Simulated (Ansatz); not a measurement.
Geometry optimisation, RKS PBE-D4/6-31G* (Ansatz 0.2.0).

Input:

```yaml
crystal:
  periodic: [false, false, false]
  atoms:
    - { symbol: C, position_ang: [1.503, -1.713, -0.7018] }
    - { symbol: O, position_ang: [0.7302, -0.6547, -1.3961] }
    - { symbol: C, position_ang: [-0.3451, -0.1008, -0.6381] }
    - { symbol: O, position_ang: [-1.1243, -1.0714, -0.1728] }
    - { symbol: F, position_ang: [-1.0324, 0.6469, -1.502] }
    - { symbol: "N", position_ang: [0.1904, 0.7564, 0.4062] }
    - { symbol: Si, position_ang: [-0.7549, 1.6766, 1.4248] }
    - { symbol: H, position_ang: [0.8535, -2.5138, -0.5114] }
    - { symbol: H, position_ang: [2.27, -1.9848, -1.3245] }
    - { symbol: H, position_ang: [1.9009, -1.2912, 0.2366] }
    - { symbol: H, position_ang: [-1.883, -1.0563, -0.8441] }
    - { symbol: H, position_ang: [0.8471, 1.3711, -0.0567] }
    - { symbol: H, position_ang: [-1.5806, 2.6609, 0.5676] }
    - { symbol: H, position_ang: [-1.7173, 0.8168, 2.2146] }
    - { symbol: H, position_ang: [0.1206, 2.4066, 2.327] }
basis:
  gaussian: { orbitals: "6-31G*" }
hamiltonian:
  xc: pbe
  dispersion: d4
relax:
  f_tol: 0.02
  max_steps: 40
scf:
  lower_state_search: "off"
output:
  orbitals: {}
```

Command:

```bash
$ ansatz run input.yaml --threads 2 --pin off --max-ram 3072MiB --backend cpu --events-out ev --progress --plain --runs-dir out
```

**Question.** Where does it end, and by what steps?

**Answer.** The forces met the threshold. The force dipped under the threshold on the way, but the program's further checks kept it going. After 15 steps the energy has fallen by 0.875 eV; H13 moved furthest, 0.79 Å.

| step | energy less start (eV) | largest force component (eV/Å) | accepted |
| --- | --- | --- | --- |
| 0 | 0.0000 | 3.680 | yes |
| 1 | -0.6058 | 1.916 | yes |
| 2 | -0.7878 | 0.662 | yes |
| 3 | -0.7854 | 0.834 | no |
| 4 | -0.8248 | 0.165 | yes |
| 5 | -0.8355 | 0.079 | yes |
| 6 | -0.8487 | 0.226 | yes |
| 7 | -0.8348 | 1.215 | no |
| 8 | -0.8594 | 0.079 | yes |
| 9 | -0.8667 | 0.042 | yes |
| 10 | -0.8720 | 0.100 | yes |
| 11 | -0.8558 | 0.388 | no |
| 12 | -0.8739 | 0.049 | yes |
| 13 | -0.8748 | 0.017 | yes |
| 14 | -0.8747 | 0.030 | no |
| 15 | -0.8749 | 0.006 | yes |

```xyz
15
Properties=species:S:1:pos:R:3
C 1.368 -1.689 -0.571
O 0.743 -0.738 -1.442
C -0.231 0.044 -0.815
O -1.289 -0.689 -0.260
F -0.743 0.789 -1.889
N 0.271 0.860 0.224
Si -0.801 1.526 1.456
H 0.627 -2.392 -0.152
H 2.088 -2.235 -1.197
H 1.896 -1.188 0.260
H -1.833 -0.983 -1.021
H 1.088 1.397 -0.065
H -2.061 2.129 0.909
H -1.161 0.510 2.494
H 0.016 2.608 2.099
```

Whether the end is a true minimum wasn't checked by a vibrational analysis.

Time of the run: 72 s on 2 threads of Arm Neoverse N1 (shared host), peak memory 0.18 GiB.
